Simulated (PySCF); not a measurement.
A structure optimised at PBE-D3(BJ)/def2-TZVPD, used in a PySCF frequency run:

```
Sb
H 1 1.7284
H 1 1.7284 2 89.62
```
Charge 0, spin multiplicity 2.

Question: Write its SMILES, formula and point group.

Answer: [SbH2], H₂Sb, C2v

Question: What are its rotational constants (standard atomic weights)?

Answer: 169.46, 168.96, 84.605 GHz
